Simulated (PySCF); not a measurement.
Molecule: SMILES O=Cc1cccs1, C₅H₄OS.

Bonds (- single, = double, # triple, : aromatic): O1=C2 1.207 Å, C2-C3 1.464 Å, C3:C4 1.381 Å, C4:C5 1.413 Å, C5:C6 1.377 Å, C6:S7 1.708 Å, S7:C3 1.729 Å. C2 carries H8; C4 carries H9; C5 carries H10; C6 carries H11.

Geometry PBE0-D3(BJ)/def2-SVP throughout; GIAO in PySCF 2.14.0 with density-fitted response routines, gas phase, one conformer, non-relativistic; equivalent atoms averaged; basis pcSseg-1.

Question: How do the shifts δ (against TMS, CS2 at the same level) depend on the functional? (a selection of nuclei; ppm; last column core-seconds on shared hosts with different chips, so compare them loosely; the GGAs took longer than the global hybrids here, which isn't the general rule, and the cause wasn't traced)

Answer: 
```
functional                    kind     C3     C6     C5     C4     S7    H8    H9   H11   H10  core-s
       LDA                     LDA  156.3  144.1  137.6  136.1  269.4  9.98  8.06  7.42  7.33      20
       PBE                     GGA  148.9  138.0  131.9  131.0  248.6  9.85  8.01  7.34  7.25      29
      BLYP                     GGA  151.3  139.7  132.2  131.5  259.9  9.77  7.93  7.24  7.13      24
      OPBE                     GGA  140.1  131.6  126.4  126.4  226.7  9.84  8.07  7.43  7.33      22
      PBE0           global hybrid  150.1  141.9  133.5  135.3  233.2  9.68  8.17  7.49  7.32      12
 BHandHLYP           global hybrid  152.5  146.9  134.7  139.4  224.5  9.43  8.25  7.53  7.27      16
 CAM-B3LYP  range-separated hybrid  154.9  146.9  135.9  139.1  243.0  9.60  8.13  7.47  7.23      25
   wB97X-D  range-separated hybrid  151.4  144.1  134.1  137.4  233.8  9.64  8.18  7.52  7.29      20
```

Question: Which nucleus among those listed moves most, in ppm?

Answer: S7 (aromatic ring sulfur): from 224.5 ppm with BHandHLYP to 269.4 ppm with LDA. The smallest spread is 0.20 ppm, at H10. Proton shifts span only some 12 ppm, so a few tenths of a ppm matter as much there as several ppm in carbon.
